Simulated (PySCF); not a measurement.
**Radial density of Rh+ (rhodium, charge +1)**

LDA, [Kr] 4d8, high-spin 3F determinant. Computed with PySCF 2.14 in def2-SVP with the def2 core potential (28 electrons), with scalar relativity through the core potential. This is the valence pseudo-density: the core potential removes the inner electrons and smooths the orbitals near the nucleus.

| r (bohr) | 4πr²ρ (e/bohr) | 4πr²(ρα − ρβ) |
| --- | --- | --- |
| 0.0338 | 2.620e-05 | 0.0000 |
| 0.0569 | 7.171e-05 | 0.0000 |
| 0.0957 | 0.0002176 | 0.0000 |
| 0.161 | 0.001761 | 0.0003 |
| 0.271 | 0.05133 | 0.0069 |
| 0.455 | 1.482 | 0.1220 |
| 0.766 | 12.25 | 0.9396 |
| 1.29 | 11.35 | 1.4416 |
| 2.17 | 2.367 | 0.4894 |
| 3.65 | 0.2164 | 0.0363 |
| 6.13 | 0.002696 | 0.0003 |

Energies and moments cover only the electrons outside the core potential.
